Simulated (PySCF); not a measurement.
Isomers of C6H6ClF, one GFN2-xTB conformer each. Single-point energies are computed at PBE0/pcSseg-1 (PySCF, gas phase, no added dispersion term), electronic only.

```
                              SMILES  GFN2-xTB relative energy (kJ/mol)
                   C=C/C(F)=C/C=C\Cl                              114.2
                   F/C=C/C1=C(Cl)CC1                               80.5
                     C=C1CC(CCl)=C1F                              118.7
               C=C(F)[C@H]1C=C(Cl)C1                              111.3
                 F[C@H]1C=CC=C(Cl)C1                                0.0
F[C@@H]1[C@H]2C[C@@H]3[C@H]2[C@]13Cl                               97.0
      F[C@@H]1C(Cl)=C[C@H]2C[C@@H]12                               14.5
```

Conformers: `[CH2:1]=[CH:2]/[C:3]([F:4])=[CH:5]/[CH:6]=[CH:7]\[Cl:8]` with C1–C2–C3–F4 0°, C3–C5–C6–C7 180°; `[F:1]/[CH:2]=[CH:3]/[C:4]1=[C:5]([Cl:6])[CH2:7][CH2:8]1` with C2–C3–C4–C5 180°; `[CH2:1]=[C:2]1[CH2:3][C:4]([CH2:5][Cl:6])=[C:7]1[F:8]` with C3–C4–C5–Cl6 -68°; `[CH2:1]=[C:2]([F:3])[C@H:4]1[CH:5]=[C:6]([Cl:7])[CH2:8]1` with C1–C2–C4–C5 -18°; `[F:1][C@H:2]1[CH:3]=[CH:4][CH:5]=[C:6]([Cl:7])[CH2:8]1` with F1–C2–C3–C4 95°, C3–C4–C5–C6 9°, C5–C6–C8–C2 -24°, F1–C2–C8–C6 -87°.

Problem. What does PBE0/pcSseg-1 give for the same structures?

Solution. 
```json
{"SMILES": "F[C@H]1C=CC=C(Cl)C1", "PBE0/pcSseg-1 E (Eh)": "-791.67892", "PBE0/pcSseg-1 (kJ/mol)": "0.0", "GFN2-xTB (kJ/mol)": "0.0", "point group": "C1"}
{"SMILES": "F[C@@H]1C(Cl)=C[C@H]2C[C@@H]12", "PBE0/pcSseg-1 E (Eh)": "-791.66265", "PBE0/pcSseg-1 (kJ/mol)": "42.7", "GFN2-xTB (kJ/mol)": "14.5", "point group": "C1"}
{"SMILES": "C=C/C(F)=C/C=C\\Cl", "PBE0/pcSseg-1 E (Eh)": "-791.65298", "PBE0/pcSseg-1 (kJ/mol)": "68.1", "GFN2-xTB (kJ/mol)": "114.2", "point group": "Cs"}
{"SMILES": "F/C=C/C1=C(Cl)CC1", "PBE0/pcSseg-1 E (Eh)": "-791.64294", "PBE0/pcSseg-1 (kJ/mol)": "94.5", "GFN2-xTB (kJ/mol)": "80.5", "point group": "Cs"}
{"SMILES": "C=C1CC(CCl)=C1F", "PBE0/pcSseg-1 E (Eh)": "-791.63691", "PBE0/pcSseg-1 (kJ/mol)": "110.3", "GFN2-xTB (kJ/mol)": "118.7", "point group": "C1"}
{"SMILES": "C=C(F)[C@H]1C=C(Cl)C1", "PBE0/pcSseg-1 E (Eh)": "-791.63362", "PBE0/pcSseg-1 (kJ/mol)": "118.9", "GFN2-xTB (kJ/mol)": "111.3", "point group": "C1"}
{"SMILES": "F[C@@H]1[C@H]2C[C@@H]3[C@H]2[C@]13Cl", "PBE0/pcSseg-1 E (Eh)": "-791.61691", "PBE0/pcSseg-1 (kJ/mol)": "162.8", "GFN2-xTB (kJ/mol)": "97.0", "point group": "C1"}
```

Both levels put the same isomer lowest; measured from each level's own lowest isomer, the values differ by up to 65.8 kJ/mol (F[C@@H]1[C@H]2C[C@@H]3[C@H]2[C@]13Cl: 97.0 against 162.8). As drawn, the lowest has a C=C bond outside aromatic rings, which the highest lacks; the highest has a three-membered ring and a four-membered ring, which the lowest lacks. Neighbours under 10 kJ/mol apart (C=C1CC(CCl)=C1F and C=C(F)[C@H]1C=C(Cl)C1) can change places with a better method, another conformer or zero-point energy.

Problem. Which frontier levels, dipoles and rotational constants go with these structures?

Solution. 
| SMILES | HOMO (eV, PBE0/pcSseg-1) | LUMO (eV) | dipole (D) | A, B, C (MHz) |
| --- | --- | --- | --- | --- |
| F[C@H]1C=CC=C(Cl)C1 | -6.74 | -1.48 | 2.16 | 3147, 1209, 966.6 |
| F[C@@H]1C(Cl)=C[C@H]2C[C@@H]12 | -7.13 | -0.48 | 3.06 | 2954, 1406, 1075 |
| C=C/C(F)=C/C=C\Cl | -6.42 | -1.83 | 0.85 | 4886, 667.9, 587.6 |
| F/C=C/C1=C(Cl)CC1 | -6.47 | -0.99 | 2.25 | 2994, 876.7, 684.0 |
| C=C1CC(CCl)=C1F | -7.01 | -1.28 | 2.02 | 3271, 957.0, 805.8 |
| C=C(F)[C@H]1C=C(Cl)C1 | -7.36 | -0.20 | 0.40 | 5090, 800.2, 758.2 |
| F[C@@H]1[C@H]2C[C@@H]3[C@H]2[C@]13Cl | -7.54 | 1.01 | 2.91 | 2693, 1743, 1229 |
